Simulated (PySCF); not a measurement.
PBE0-D3(BJ)/def2-TZVP geometry optimisation, gas phase with PySCF 2.14 and geomeTRIC: Nb(OH)4, charge 0, multiplicity 2. Start (model start, shaken):

```
9

Nb    0.0000    0.0045   -0.0041
O     1.0778    1.0844    1.0763
H     0.8382    1.9888    1.3956
O    -1.1005   -1.0838    1.0965
H    -0.8357   -1.9826    1.4025
O    -1.0808    1.0710   -1.0981
H    -1.9972    0.8179   -1.4306
O     1.0877   -1.1102   -1.0871
H     1.9710   -0.8401   -1.4407
```

```
step  E − E(start) / kcal mol⁻¹  largest force / Eh bohr⁻¹
   0                       0.00                    0.04939
   1                      -3.92                    0.00591
   2                      -4.53                    0.00384
   3                      -4.65                    0.00112
   4                      -4.77                    0.00199
   5                      -4.81                    0.00127
   6                      -4.83                    0.00046
   7                      -4.84                    0.00079
   8                      -4.87                    0.00168
   9                      -4.58                    0.00483
  10                      -4.96                    0.00386
  11                      -5.05                    0.00318
  12                      -5.61                    0.00254
  13                      -5.80                    0.00170
  14                      -5.85                    0.00143
  15                      -5.89                    0.00049
  16                      -5.92                    0.00043
  17                      -5.95                    0.00074
  18                      -5.97                    0.00051
  19                      -5.98                    0.00029
```

The optimisation met its thresholds. End point:

```
9

Nb   -0.0052   -0.0018    0.1096
O     1.2299    0.8949    1.2554
H     1.2728    1.8163    1.5142
O    -1.2545   -0.8954    1.2419
H    -1.2999   -1.8160    1.5031
O    -1.1084    0.9715   -1.1186
H    -1.6695    0.5227   -1.7610
O     1.1111   -0.9873   -1.0956
H     1.6842   -0.5551   -1.7385
```

Metal–donor distances, start → end: O2 1.870 → 1.909 Å, O4 1.899 → 1.908 Å, O6 1.871 → 1.916 Å, O8 1.897 → 1.916 Å.

No frequencies were computed, so the end point may be a saddle point.

The job took 6.7 min on one thread of Arm Neoverse V2 (shared host), with 188 basis functions and a peak of 0.75 GiB, launched as `OMP_NUM_THREADS=1 python lf_run.py task.json out`.
